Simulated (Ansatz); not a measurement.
# Which isomer of AlFH4NP gives these data?

These gas-phase data were calculated for one isomer of AlFH4NP at B3LYP-D3(BJ)/def2-SVP (harmonic, unscaled wavenumbers; equilibrium rotational constants with average atomic masses):

```
rotational constants            : 6.104, 2.663, 1.879 GHz
all wavenumbers above 1500 cm⁻¹ : 3659, 3572, 2376, 2362, 1522
```

Candidates:

(1) `[NH2][Al]([F])[PH2]`, a singlet
(2) `[F][AlH][NH]P`, a singlet
(3) `[F][Al@@H-]1[NH2+][PH]1`, a singlet

Question: Which structure fits?

Answer: Candidate (1). No mode falls between 1700 and 2050 cm⁻¹, where the Al–H stretch of (2), (3) would stand.

The same quantities for all candidates:

|  | rotational constants (GHz) | wavenumbers above 1500 cm⁻¹ | E above the lowest, B3LYP-D3(BJ)/def2-SVP (kcal/mol) |
| --- | --- | --- | --- |
| (1) | 6.104, 2.663, 1.879 | 3659, 3572, 2376, 2362, 1522 | 0.0 |
| (2) | 22.55, 1.675, 1.58 | 3574, 2328, 2327, 2011 | 16.3 |
| (3) | 8.387, 2.727, 2.533 | 3585, 3498, 2369, 1974, 1543 | 19.3 |

Harmonic stretches to hydrogen usually lie a few per cent above observed fundamentals. Each candidate is one conformer. Programs: Ansatz 0.2.0.
